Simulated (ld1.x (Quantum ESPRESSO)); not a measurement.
# Configuration tests for zinc (TM)

```json
{
 "Element": "zinc",
 "Generator": "ld1.x (Quantum ESPRESSO) 7.5",
 "Type": "norm-conserving Troullier–Martins (Kleinman–Bylander form)",
 "Functional": "PW91",
 "Relativity": "fully relativistic",
 "Frozen core": "[Ar]",
 "Valence charge": "12",
 "Reference configuration": "3d10 4s1.5 4p0 (charge +0.5)",
 "Partial waves": "4p (bound, empty): rc 2.25 bohr; 3d (bound): rc 1.30 bohr; 4s (bound): rc 1.80 bohr",
 "Local potential": "the s channel",
 "Core correction": "Bessel-smoothed model core inside 0.80 bohr"
}
```

Open shells are filled in proportion to 2j + 1 (rel_dist='average').

Energies are relative to the spin-unpolarised reference configuration 3d10 4s1.5 4p0; without spin polarisation the order of configurations can differ from experiment.

```json
{"valence configuration": "3d10 4s2 4p0", "charge": "0", "ΔE all-electron (eV)": "-3.977", "error AE − PS (meV)": "-1.2"}
{"valence configuration": "3d10 4s1 4p0", "charge": "+1", "ΔE all-electron (eV)": "5.986", "error AE − PS (meV)": "-2.1"}
{"valence configuration": "3d10 4s0 4p0", "charge": "+2", "ΔE all-electron (eV)": "24.498", "error AE − PS (meV)": "-29"}
{"valence configuration": "3d10 4s0 4p1", "charge": "+1", "ΔE all-electron (eV)": "12.338", "error AE − PS (meV)": "-8.1"}
{"valence configuration": "3d8 4s0 4p0", "charge": "+4", "ΔE all-electron (eV)": "127.093", "error AE − PS (meV)": "-2044"}
{"valence configuration": "3d9 4s2 4p0", "charge": "+1", "ΔE all-electron (eV)": "14.022", "error AE − PS (meV)": "-411"}
```

What are ΔE and the potential's error for 3d10 4s0 4p2?

ΔE = 6.642 eV all-electron; the error (AE − PS) is -4.4 meV.
